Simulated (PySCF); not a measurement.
A run for PySCF: R-MP2/6-31G* on C2H7Ga (SMILES C[CH2][GaH2]), a point of a torsion scan.

```python
from pyscf import gto, scf, dft, mp
from pyscf.data.elements import chemcore

mol = gto.M(
    atom='''
    C    -1.14502962    0.48718247    0.27346194
    C    -0.28626490   -0.64820795   -0.30720614
    Ga    1.67481804   -0.31820954    0.14107540
    H    -2.18446619    0.39691339   -0.04350663
    H    -0.77000081    1.45724888   -0.06310185
    H    -1.11517510    0.47643222    1.36445215
    H    -0.44093248   -0.69045828   -1.39323674
    H    -0.61823634   -1.61393712    0.09596306
    H     2.61403134   -1.28229202    0.98194315
    H     2.39425893    1.04713545   -0.22897564
    ''',
    basis='6-31g*',
    cart=True,
    charge=0, spin=0, verbose=3, max_memory=1800)
mf = scf.RHF(mol)
mf.conv_tol = 1e-8
mf.max_cycle = 100
mf.kernel()
if not mf.converged:
    mf = mf.newton().run(mf.mo_coeff, mf.mo_occ)
pt = mp.MP2(mf, frozen=chemcore(mol)).run()
```

It printed:

```
converged SCF energy = -2002.74477214809
E(RMP2) = -2003.25455489724  E_corr = -0.509782749149624
E(SCS-RMP2) = -2003.23661860485  E_corr = -0.491846456755962
```

The calculation finished and met its thresholds.

Cost: roughly 1.5 core-seconds.
